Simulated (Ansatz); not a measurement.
Born–Oppenheimer molecular dynamics of H2O2Zn (5 atoms, charge 0, multiplicity 1). It goes on from the last frame of an earlier run, with new velocities.

Computed with Ansatz, RKS B3LYP/def2-SVP.

- ensemble: NVT, Nosé–Hoover chain
- time step: 0.5 fs
- steps asked: 250
- set temperature: 1000 K
- thermostat: time constant 100 fs, chain length 3 (defaults)
- seed: 618244

First frame:

```xyz
5
Properties=species:S:1:pos:R:3
Zn -0.032 -0.112 -0.001
O -0.070 -0.020 1.770
H -0.976 -0.061 2.123
O -0.055 -0.022 -1.755
H 0.208 -0.845 -2.296
```

How far do the bonds stretch over the last three quarters of this one trajectory? (Pairs bonded in most of those frames.)


| bond | mean (Å) | spread (Å) | shortest | longest |
| --- | --- | --- | --- | --- |
| Zn1–O2 | 1.781 | 0.019 | 1.75 | 1.82 |
| Zn1–O4 | 1.784 | 0.030 | 1.73 | 1.84 |
| O2–H3 | 0.969 | 0.016 | 0.94 | 1.00 |
| O4–H5 | 0.976 | 0.045 | 0.91 | 1.04 |

Mean temperature of the second half: 833 K. The conserved energy stayed within 0.46 meV per atom of its start (net change -0.14 meV per atom), so the integration is sound. The mean temperature of the second half is 17 % below the set value. A run of 0.12 ps of so small a system gives no equilibrium averages.

The run took 10 min on 1 thread of Arm Neoverse V1 (shared host), peak memory 0.13 GiB.
